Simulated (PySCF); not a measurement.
**Fe: ionisation energy**

Fe [Ar] 3d6 4s2 (5D) → Fe⁺ [Ar] 3d6 4s1 (6D), as a difference of total energies. Calculation: PySCF 2.14, in jorge-DZP-DKH; the spin-free X2C one-electron Hamiltonian (Gaussian nucleus). Correlated levels: valence: [Ar] frozen. The calculations carry no spin-orbit coupling.

```
           method  ionisation energy (eV)  error (eV)
              UHF                   6.342      -1.562
           r2SCAN                   7.406      -0.498
            B3LYP                   7.881      -0.023
    MP2 (valence)                   7.079      -0.825
SCS-MP2 (valence)                   7.206      -0.698
```

Reference: 7.904 eV (measured; NIST levels, between the centres of gravity of the two terms).

Errors of the correlated levels include the incompleteness of this basis and the frozen core.

MP2 underrates the near-degeneracy of ns² with np² in the lower species.
